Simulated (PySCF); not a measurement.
# From computed data to an observable: dipole moment from atomic charges

Ga(H)(Br)(vinyl) (C2H4BrGa), SMILES C=[CH][GaH][Br]. Atoms are numbered in the order given.

```xyz
8

Ga    -0.5285     0.5356     0.0000
H     -2.0889     0.7247     0.0000
Br     0.2401    -1.6519     0.0000
C      0.8169     1.9477     0.0000
C      0.4498     3.2472     0.0000
H      1.8912     1.6906     0.0000
H      1.1880     4.0703     0.0000
H     -0.6104     3.5591     0.0000
```
Charge 0, spin multiplicity 1.

Geometry optimised at PBE-D3(BJ)/def2-SVP. One conformer was computed; it need not be the lowest.

Charges (e) from PySCF with B3LYP/def2-TZVP:

```
atom  Mulliken  ESP fit
----  --------  -------
Ga1      0.413    0.546
H2      -0.063   -0.149
Br3     -0.306   -0.286
C4      -0.206   -0.234
C5      -0.219   -0.321
H6       0.134    0.122
H7       0.123    0.169
H8       0.125    0.154
```

The dipole moment of the full density is 2.73 D.

Task: What dipole moment does each set of point charges give, and which comes closer to that of the density?

Result: 
μ = Σ q r, and 1 e Å = 4.8032 D.
Mulliken: Σ q r = (-0.104, 0.741, 0.000) e Å, |μ| = 3.59 D.
ESP fit: Σ q r = (-0.044, 0.601, 0.000) e Å, |μ| = 2.89 D.
ESP fit comes closer in size. Point charges leave out the atoms' own dipoles (lone pairs, polarised bonds); fits to the potential absorb them, partitions of the density don't.
